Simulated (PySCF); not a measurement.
Ga(Me)2 (C₂H₆Ga), SMILES [CH3][Ga+][CH3], charge +1.

Geometry optimised at r2SCAN-D4/def2-SVP. The geometry has at least one imaginary mode, so it is a saddle point at that level. The spin state was assumed, not searched. The isomer is the one that the SMILES or the coordinates give; other isomers of the formula were not compared.

All values below come from TDA-CAM-B3LYP/def2-SVPD in PySCF.

Vertical excitations; the highest root listed may be one member of a degenerate set. Gas-phase values at a fixed geometry. State labels are in the subgroup C2.

**Question.** Give excitation energies, oscillator strengths and character. (An estimate is asked for; the answer gives what the named calculation found.)

**Answer.** 
| state | symmetry | energy (eV) | λ (nm) | f | main pairs |
|---|---|---|---|---|---|
| S1 | B | 6.07 | 204 | 0.000 | HOMO→LUMO (degenerate set) |
| S2 | A | 6.07 | 204 | 0.000 | HOMO→LUMO+1 (degenerate set) |
| S3 | B | 8.02 | 155 | 0.396 | HOMO→LUMO+2 81 % |
| S4 | A | 8.81 | 141 | 0.000 | HOMO−1→LUMO 50 %, HOMO−2→LUMO+1 50 % |
| S5 | B | 8.88 | 140 | 0.001 | HOMO−2→LUMO, HOMO−1→LUMO+1 (degenerate set) |
| S6 | A | 8.88 | 140 | 0.001 | HOMO−2→LUMO+1, HOMO−1→LUMO (degenerate set) |
| S7 | B | 9.02 | 137 | 0.000 | HOMO−3→LUMO 49 %, HOMO−4→LUMO+1 49 % |
| S8 | B | 9.13 | 136 | 0.000 | HOMO−4→LUMO+1, HOMO−3→LUMO (degenerate set) |
| S9 | A | 9.13 | 136 | 0.000 | HOMO−4→LUMO, HOMO−3→LUMO+1 (degenerate set) |
| S10 | B | 9.41 | 132 | 0.470 | HOMO−1→LUMO+1 33 %, HOMO−2→LUMO 33 %, HOMO→LUMO+3 20 %, HOMO→LUMO+2 12 % |
| T1 | B | 5.66 | 219 | 0 | HOMO→LUMO (degenerate set) |
| T2 | A | 5.66 | 219 | 0 | HOMO→LUMO+1 (degenerate set) |
| T3 | B | 6.20 | 200 | 0 | HOMO→LUMO+2 90 % |
| T4 | A | 8.25 | 150 | 0 | HOMO−5→LUMO 95 % |
Triplets are in the Tamm–Dancoff approximation.
